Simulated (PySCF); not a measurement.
## Ne²⁺: excitation energy

Ne²⁺ [He] 2s2 2p4 (3P) → Ne²⁺ [He] 2s2 2p3 3d1 (5D), as a difference of total energies. Computed with PySCF 2.14 in aug-cc-pVTZ, with the non-relativistic Hamiltonian (point nucleus). Correlated levels: valence: 1s2 frozen. The calculations carry no spin-orbit coupling.

```tsv
method	excitation energy (eV)
UHF	52.869
LDA	53.070
PBE	53.126
PBE0	53.336
r2SCAN	53.503
M06-2X	53.362
B97-3	53.561
HSE06	53.374
PBEsol	52.914
MP2 (valence)	53.726
SCS-MP2 (valence)	53.920
```

**Question.** How much does correlation contribute at MP2 (valence)?

**Answer.** 53.726 − (52.869) = 0.857 eV, measured against UHF.

A first-order spin-orbit estimate (lowest level to lowest level, LS coupling) adds 0.036 eV.

The promoted electron is Rydberg-like, and one or two diffuse shells describe it only roughly, which tends to raise the upper state.
